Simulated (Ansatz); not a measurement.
Single points on NbS₂⁻.

```yaml
crystal:
  periodic: [false, false, false]
  atoms:
    - {symbol: Nb, position_ang: [0.608371, 0.129135, 0.514369]}
    - {symbol: S, position_ang: [0.855413, 0.011004, -1.647680]}
    - {symbol: S, position_ang: [-1.463783, -0.140139, 1.133321]}
basis:
  gaussian: {orbitals: def2-TZVPD, initial_orbitals: start.molden}
total_charge: -1
hamiltonian: {xc: hf}
scf: {omitted_lower_state_checks: [starts]}
output: {orbitals: {seedname: orbitals}}
```

The file start.molden holds the orbitals of an earlier run on this structure, at another level or in another basis.

```sh
$ ansatz run in.yaml --threads 4 --pin off --events-out ev --progress --plain --max-ram 3916MiB
```

It prints (some lines left out):

```
Functional definition: HF
1207 factors; their error is unknown
mean field evaluation 1: about -23169.9629 eV, gradient 3.1e1 eV
mean field evaluation 2: about -23170.7795 eV, gradient 1.7e0 eV
mean field evaluation 4: about -23170.8164 eV, gradient 4.7e-4 eV
mean field evaluation 8: about -23171.1430 eV, gradient 2.0e-5 eV
mean field -23171.14304156 eV, -851.5238008126 hartree, gradient 4.3e-5 eV, S^2 0.000000; 0 other end points of the search recorded, 0 dependent functions left out
reference -23171.14304156 eV, -851.5238008126 hartree; 23, 23 occupied and 109, 109 virtual orbitals, 1207 factors
Total energy: -23171.14304156 eV, -851.5238008126 hartree
Checks for a lower state left out: starts
```

Run time 2.4 s (4 threads of Arm Neoverse N1 on a shared host).

The first input with `hamiltonian: {xc: pbe}`, `correlation: {method: rpa}` and without the key `output` (abridged; 5.5 s):

```
Functional definition: PBE
mean field -23216.50963642 eV, -853.1909924230 hartree, gradient 4.3e-6 eV, S^2 0.000000; unrestricted orbitals would lower it
mean field evaluation 16: about -23171.5141 eV, gradient 2.9e0 eV
10 core orbitals not correlated: weight in the atoms' cores, before any rotation towards them, 1.000 or more for the frozen orbitals, at most 0.000 for the correlated occupied ones
Total energy: -23200.48867831 eV, -852.6022330717 hartree
Checks for a lower state left out: starts
```

As the first input, with `hamiltonian: {xc: {name: LC-wPBE}}` (abridged; 2.5 s):

```
Functional definition: LC-wPBE
mean field -23217.74302526 eV, -853.2363186268 hartree, gradient 8.4e-5 eV, S^2 0.000000
Total energy: -23217.74302526 eV, -853.2363186270 hartree
Checks for a lower state left out: starts
```

As the first input, with `gaussian: {orbitals: def2-SVPD, initial_orbitals: start.molden}`, `hamiltonian: {xc: pbe0, dispersion: d4}` (abridged; 1.2 s):

```
Functional definition: PBE0
mean field -23209.23564645 eV, -852.9236782222 hartree, gradient 7.4e-5 eV, S^2 0.000000
Total energy: -23209.34546589 eV, -852.9277140119 hartree
Checks for a lower state left out: starts
```

As the first input, with `gaussian: {orbitals: def2-SVPD, initial_orbitals: start.molden}`, `hamiltonian: {xc: pbe, dispersion: d4}` (abridged; 1.2 s):

```
Functional definition: PBE
mean field -23208.88993567 eV, -852.9109735854 hartree, gradient 9.5e-6 eV, S^2 0.000000
Total energy: -23209.01811528 eV, -852.9156840990 hartree
Checks for a lower state left out: starts
```

As the first input, with `correlation: {method: mp2}` and without the key `hamiltonian` (abridged; 2 s):

```
Functional definition: HF
mean field -23171.14352527 eV, -851.5238185887 hartree, gradient 1.9e-6 eV, S^2 0.000000; unrestricted orbitals would lower it
mean field evaluation 16: about -23171.9706 eV, gradient 2.1e0 eV
10 core orbitals not correlated: weight in the atoms' cores, before any rotation towards them, 1.000 or more for the frozen orbitals, at most 0.000 for the correlated occupied ones
second order -20.47124086 eV of doubles, -0.00000000 eV of singles
Total energy: -23191.61476613 eV, -852.2761228143 hartree
Checks for a lower state left out: starts
```

Geometry: B3LYP-D4/def2-TZVPD.

In the def2 sets Nb takes a core potential; there is no spin–orbit coupling. LC-ωPBE has ω = 0.4 bohr⁻¹. Correlated methods freeze 10 core orbitals; core or outer-core shells of Nb are correlated, in sets that lack core-valence functions. At HF/def2-TZVPD, RPA@PBE/def2-TZVPD, MP2/def2-TZVPD the restricted singlet (for correlated methods, its reference) is unstable: a solution with broken spin symmetry lies lower. The restricted singlet is unstable towards broken spin symmetry at other levels; at LC-ωPBE/def2-TZVPD, PBE0-D4/def2-SVPD, PBE-D4/def2-SVPD this wasn't settled. At PBE-D4/def2-SVPD the highest occupied level of the charge -1 singlet lies above zero (up to 0.28 eV). The electron is either unbound and held by the finite basis, or the level is raised by self-interaction error. The geometry of the singlet was relaxed on an unsound state (restricted singlet, unstable towards broken spin symmetry at other levels and untested here). The order of the spin states hangs on the level: the triplet lies 0.54 eV below the singlet at PBE0-D4/def2-TZVPD, but 0.12 eV above it at RPA@PBE/def2-TZVPD. The singlet is doubtful at PBE0-D4/def2-TZVPD (restricted singlet, unstable towards broken spin symmetry). The singlet is doubtful at RPA@PBE/def2-TZVPD (restricted singlet, unstable towards broken spin symmetry). The structure comes from a short search, and lower isomers may exist.
